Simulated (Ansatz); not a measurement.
CH$_{7}$AlN$_{2}$Si, SMILES `[SiH3][N]1C[NH][AlH]1`, relaxed with RKS PBE-D4/def2-SVP in Ansatz from a rough embedded geometry. The force threshold is 0.03 eV/Å; the program also tests the step.

Charge 0, multiplicity 1.

Start:

```xyz
12

Si   -0.132    1.626   -0.317
N    -0.047   -0.038   -0.855
C     0.990   -0.739   -0.094
N     0.264   -1.708    0.796
Al   -1.363   -1.025    0.108
H    -1.461    2.248   -0.795
H    -0.131    1.723    1.149
H     0.925    2.405   -0.872
H     1.718   -0.096    0.377
H     1.584   -1.392   -0.847
H     0.337   -1.206    1.758
H    -2.682   -1.798   -0.408
```

(1) How much energy does the relaxation release, and in how many steps? (Estimate.)

(2) Which bonds change most? (Estimate.)

(3) Give the relaxed structure. (An estimate is asked.)

Answers

(1) Ansatz gave: 1.38 eV, in 16 steps.

(2) The calculation gave: N4–Al5 from 1.894 to 1.791 Å; Si1–H8 from 1.425 to 1.513 Å; N2–Al5 from 1.906 to 1.824 Å; N4–H11 from 1.088 to 1.017 Å.

(3) Computed: 
```xyz
12

Si   -0.148    1.870   -0.510
N    -0.240    0.184   -0.100
C     0.889   -0.650    0.369
N     0.241   -1.955    0.555
Al   -1.328   -1.275    0.022
H    -1.528    2.298   -0.931
H     0.293    2.735    0.650
H     0.815    2.149   -1.643
H     1.326   -0.248    1.320
H     1.715   -0.683   -0.386
H     0.803   -2.741    0.873
H    -2.840   -1.683   -0.217
```
